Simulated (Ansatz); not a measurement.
Cl, doublet; Ansatz (a first-principles code) with BCCD/pcseg-1.

Input for Ansatz:
Ansatz 0.2 input:
```yaml
crystal:
  periodic: [false, false, false]
  atoms:
    - {symbol: Cl, position_ang: [0.00000000, 0.00000000, 0.00000000]}
basis:
  gaussian:
    orbitals: pcseg-1.json
magnetization: {spin_polarized: true, initial_magnetization: 1}
correlation: {method: bccd}
```
The basis file holds pcseg-1 in the JSON format of the Basis Set Exchange.

The log (banner, timings and long lists left out):

```
Functional definition: HF
98 factors; integrals over basis functions are off by at most 1.5e-4 eV
mean field evaluation 1: about -12501.6995 eV, gradient 4.4e0 eV
mean field evaluation 2: about -12501.7019 eV, gradient 4.4e0 eV
mean field evaluation 4: about -12501.8426 eV, gradient 3.3e-1 eV
mean field evaluation 8: about -12501.8445 eV, gradient 3.0e-3 eV
mean field evaluation 16: about -12501.8433 eV, gradient 3.5e-1 eV
mean field evaluation 32: about -12501.8445 eV, gradient 4.9e-3 eV
mean field evaluation 64: about -12501.8431 eV, gradient 3.5e-1 eV
mean field -12501.84449686 eV, -459.4343112051 hartree, gradient 2.6e-6 eV, S^2 0.755822; 3 other end points of the search recorded, 0 dependent functions left out
5 core orbitals not correlated
reference -12501.84449686 eV, -459.4343112051 hartree; 4, 3 occupied and 9, 10 virtual orbitals, 98 factors
second order -2.90112775 eV of doubles, -0.00000000 eV of singles
cycle   1  -3.26550365 eV  change   -3.6e-1 eV  update   3.2e-2
cycle   2  -3.34685716 eV  change   -8.1e-2 eV  update   9.9e-3
cycle   3  -3.35165538 eV  change   -4.8e-3 eV  update   2.0e-3
cycle   4  -3.35178946 eV  change   -1.3e-4 eV  update   4.4e-4
cycle   5  -3.35173194 eV  change    5.8e-5 eV  update   1.1e-4
cycle   6  -3.35175320 eV  change   -2.1e-5 eV  update   2.7e-5
cycle   7  -3.35175570 eV  change   -2.5e-6 eV  update   5.5e-6
Total energy: -12505.19625256 eV, -459.5574859552 hartree
```
